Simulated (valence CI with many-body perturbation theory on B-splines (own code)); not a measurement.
Values are calculated unless marked as measured or tabulated.
**Sensitivity of CI+MBPT for Sm LVI**

Level of theory: relativistic CI+MBPT: five valence electrons over a frozen Dirac-Fock core [He], a basis of 6 s, 6 p, 5 d, 3 f, 1 g functions for each j, with the one-electron correlation potential Σ1, the two-electron term Σ2, the three-electron term Σ3, Breit, model QED; selected CI, second order for the rest, scaled by the run's own slope (own B-spline code, finite nucleus).

The last digits are not significant, and no measured levels were compared; by estimate large intervals hold to a few tenths of a per cent, small ones and those within an open d or f shell to about a per cent. Among the levels kept, up to 1700 cm⁻¹ of a level comes from second order outside the variational space, and about a tenth of that is noise between levels of different J, which matters for small intervals.

The reference run has the lowest level (2s^2 2p1/2^2 2p3/2) J=3/2 and an ionisation energy of 11337.3 eV. Its largest variational space holds 10000 state functions.

Levels are named by their leading jj configuration (3d3/2^4 stands for four electrons in 3d with j = 3/2), which in mixed levels can hold well under half, so a name can repeat and another be missing. Letters in brackets count levels of one name in rising energy.

Changed runs:
A. orbitals per symmetry with explicit Σ2 and valence Breit (the others get mean screening factors) 5 → 2
B. orbitals per symmetry with explicit Σ2 and valence Breit (the others get mean screening factors) 5 → 1
C. scale of Σ1 1 → 0
D. start configuration 2s2 2p3 → 2s2 3p3 (bad on purpose)

Excitation energies of the reference run in cm⁻¹, and shifts in cm⁻¹:

```tsv
Level	Reference	A	B	C
(2s^2 2p1/2 2p3/2^2) J=3/2	4925510	-570	-812	-1103
(2s^2 2p1/2 2p3/2^2) J=5/2	5101720	-581	-668	-1106
(2s^2 2p1/2 2p3/2^2) J=1/2	5417090	+230	+256	-1113
(2s 2p1/2^2 2p3/2^2) J=5/2	7063340	-15	-52	+1164
(2s 2p1/2^2 2p3/2^2) J=1/2	7734080	+1060	+1432	+1147
(2s 2p1/2^2 2p3/2^2) J=3/2	7746140	+416	+558	+1157
(2s^2 2p3/2^3) J=3/2	10354300	-396	-596	-2191
(2s 2p1/2 2p3/2^3) J=3/2 [a]	12170300	-8.0	-109	+64
(2s 2p1/2 2p3/2^3) J=5/2	12466200	-169	-176	+64
(2s 2p1/2 2p3/2^3) J=1/2	12847000	+170	+211	+57
(2s 2p1/2 2p3/2^3) J=3/2 [b]	12928900	+91	+185	+62
(2p1/2^2 2p3/2^3) J=3/2	15289300	+1248	+1720	+2286
Ionisation energy (eV)	11337.3	-0.14	-0.23	-0.31
```

Run D: It gave no result: the start configuration must fill the lowest shells above the core. The program said: "3p is not the lowest shell of its kind above the core".
